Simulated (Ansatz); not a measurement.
CH3BSi, SMILES `B1=C[SiH2]1` (charge 0, multiplicity 1).

The numbers are results of LDA/cc-pVTZ // PBE0-D3(BJ)/def2-TZVP in Ansatz (a quantum-chemistry and plane-wave program), not measurements.

Ansatz 0.2 input:
```yaml
crystal:
  periodic: [false, false, false]
  atoms:
    - { symbol: B, position_ang: [0.661085, -0.631915, 1.114867] }
    - { symbol: C, position_ang: [1.232698, -0.127256, -0.000893] }
    - { symbol: Si, position_ang: [-0.760945, 0.004533, 0.147003] }
    - { symbol: H, position_ang: [1.874329, 0.208386, -0.796521] }
    - { symbol: H, position_ang: [-1.392943, 1.341065, 0.307487] }
    - { symbol: H, position_ang: [-1.614224, -0.794813, -0.771943] }
basis:
  gaussian: { orbitals: cc-pVTZ }
hamiltonian:
  xc: lda
```

Output:

```
Functional definition: SPW92
831 factors; their error is unknown
mean field evaluation 1: about -9575.9715 eV, gradient 6.8e1 eV
mean field evaluation 2: about -9524.0851 eV, gradient 1.2e2 eV
mean field evaluation 4: about -9586.2273 eV, gradient 1.9e1 eV
mean field evaluation 8: about -9587.3339 eV, gradient 1.0e-1 eV
mean field evaluation 16: about -9587.3046 eV, gradient 1.2e-4 eV
mean field -9587.30461779 eV, -352.3269461952 hartree, gradient 2.2e-5 eV, S^2 0.000000; 0 other end points of the search recorded, 0 dependent functions left out
reference -9587.30465023 eV, -352.3269473874 hartree; 14, 14 occupied and 122, 122 virtual orbitals, 831 factors
Total energy: -9587.30465023 eV, -352.3269473874 hartree
```
